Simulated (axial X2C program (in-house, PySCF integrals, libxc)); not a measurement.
## Spin–orbit effects down a group: molecules with B (ions), PBE0

All values come from calculations with an axial X2C code built on PySCF integrals, spin-free (one-electron X2C) or two-component (2c: spin–orbit coupling with atomic mean-field Coulomb and Gaunt terms, which also bring small scalar terms), in Dyall basis sets with cores contracted in-house; open shells are unrestricted.

Basis sets: As dyall-acv3z, B dyall-av3z, N dyall-av3z, P dyall-av3z.

```tsv
molecule	spin-free state	Re (Å)	ωe (cm⁻¹)	De (eV)	2c state	Re 2c (Å)	ωe 2c (cm⁻¹)	De 2c (eV)
BN⁻	M_S = 1/2, Λ = 0	1.273	1741.3	7.25	Ω = 1/2	1.273	1741.2	7.25
BP⁻	M_S = 1/2, Λ = 0	1.696	1049.8	5.41	Ω = 1/2	1.697	1049.7	5.41
BAs⁻	M_S = 1/2, Λ = 0	1.793	884.9	4.82	Ω = 1/2	1.793	883.4	n/a
```

Fragments in 2c: N + B-, P- + B, As- + B. Each entry is the lowest single determinant of a limited PBE0 search at one distance. De goes to single-determinant-based atoms at the same level (for ions the charge split of lowest energy) and is withheld (n/a) where an atom does not fit its ground term or J level. Main or longest-lived isotopes. Some light 2c atoms are not at their ground J level, so De misses part of their lowering (0.04 eV or less). The functionals have no current term, which raises determinants with orbital currents.
